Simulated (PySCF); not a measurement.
Species, as SMILES: C=C(F)F.
Geometry (B3LYP-D3(BJ)/def2-TZVP, fixed):
```
C
C 1 1.3156
F 1 1.3225 2 125.22
F 1 1.3225 2 125.22 3 -180.00
H 2 1.0775 1 119.81 3 0.00
H 2 1.0775 5 120.39 1 180.00
```

Basis-set convergence of the mean static polarisability at PBE0 with PySCF. All functions are spherical. Density fitting with generated auxiliary sets. In sets without p functions on hydrogen, species with hydrogen take exact integrals. No added dispersion term, no relativity. Reference: the value in d-aug-cc-pVTZ, 28.53 bohr³, itself unsure by roughly 0.6 % (its mean distance from aug-pcseg-2, aug-cc-pVTZ).

```
basis            functions  mean static polarisability (bohr³)
---------------  ---------  ----------------------------------
3-21G                   40                               17.68
6-31G                   40                               19.14
6-31G*                  60                                   …
def2-SV(P)              60                                   …
def2-SVP                66                                   …
6-311G**                84                               21.89
aug-pcseg-1            110                               28.40
cc-pVTZ                148                               24.47
d-aug-cc-pVDZ          154                               28.55
jun-cc-pV(T+d)Z        184                               28.30
aug-pcseg-2            230                               28.39
pcseg-3                306                                   …
def2-QZVPPD            324                               28.42
```

Q: Fill in the missing entries.

A: 
- 6-31G*, mean static polarisability (bohr³): 20.60
- def2-SV(P), mean static polarisability (bohr³): 20.67
- def2-SVP, mean static polarisability (bohr³): 20.99
- pcseg-3, mean static polarisability (bohr³): 27.84
